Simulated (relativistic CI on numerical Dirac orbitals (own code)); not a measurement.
**Slater and spin-orbit integrals, Tl13+**

Method of calculation: Dirac-Coulomb-Breit CI, KLI orbitals optimised for each configuration, model QED, unscaled Slater integrals (own radial code, finite nucleus).

Slater integrals F^k, G^k are unscaled and averaged over j, outside the closed core [Kr] 4d10; ζ comes from projecting the Hamiltonian with its Breit term on Σ l·s of the shell.

- 4f14 5s2 5p5 5d: ζ(5p) = 130140, F^2(5p,5d) = 104170, G^1(5p,5d) = 128400, G^3(5p,5d) = 81629, ζ(5d) = 12134 cm⁻¹; <r>(5p) = 0.9213, <r^2>(5p) = 0.9486, <r>(5d) = 1.065, <r^2>(5d) = 1.272 (bohr units).
- 4f14 5s 5p6 5d: G^2(5s,5d) = 92244, ζ(5d) = 12120 cm⁻¹; <r>(5s) = 0.836, <r^2>(5s) = 0.779, <r>(5d) = 1.064, <r^2>(5d) = 1.27 (bohr units).
- 4f14 5s2 5p5 5f: ζ(5p) = 131370, F^2(5p,5f) = 78318, G^2(5p,5f) = 62574, G^4(5p,5f) = 43160, ζ(5f) = 1205.8 cm⁻¹; <r>(5p) = 0.9192, <r^2>(5p) = 0.9448, <r>(5f) = 1.338, <r^2>(5f) = 2.027 (bohr units).

In this model ζ of a weakly bound d, f or g electron outside closed shells comes out too small, for d by up to a factor of two or three and at times with the wrong sign; that of an outer p electron is too small as well.

Averages of the first 10 configurations, taken without configuration mixing, which lowers the lowest level and can move excited configurations by several eV; other configurations of the list can lie among them:

```json
{"Configuration": "4f14 5s2 5p6", "Parity": "even", "States": "1", "Average energy above the lowest level (eV)": "0.1"}
{"Configuration": "4f14 5s2 5p5 5d", "Parity": "odd", "States": "60", "Average energy above the lowest level (eV)": "75.8"}
{"Configuration": "4f14 5s 5p6 5d", "Parity": "even", "States": "20", "Average energy above the lowest level (eV)": "141.1"}
{"Configuration": "4f14 5s2 5p5 5f", "Parity": "even", "States": "84", "Average energy above the lowest level (eV)": "152.3"}
{"Configuration": "4f14 5s2 5p5 5g", "Parity": "odd", "States": "108", "Average energy above the lowest level (eV)": "203.1"}
{"Configuration": "4f14 5s2 5p5 6s", "Parity": "odd", "States": "12", "Average energy above the lowest level (eV)": "126.2"}
{"Configuration": "4f14 5s 5p6 5f", "Parity": "odd", "States": "28", "Average energy above the lowest level (eV)": "218.1"}
{"Configuration": "4f13 5s2 5p6 5d", "Parity": "odd", "States": "140", "Average energy above the lowest level (eV)": "134.9"}
{"Configuration": "4f14 5s2 5p5 6p", "Parity": "even", "States": "36", "Average energy above the lowest level (eV)": "148.8"}
{"Configuration": "4f14 5s 5p6 5g", "Parity": "even", "States": "36", "Average energy above the lowest level (eV)": "269.3"}
```
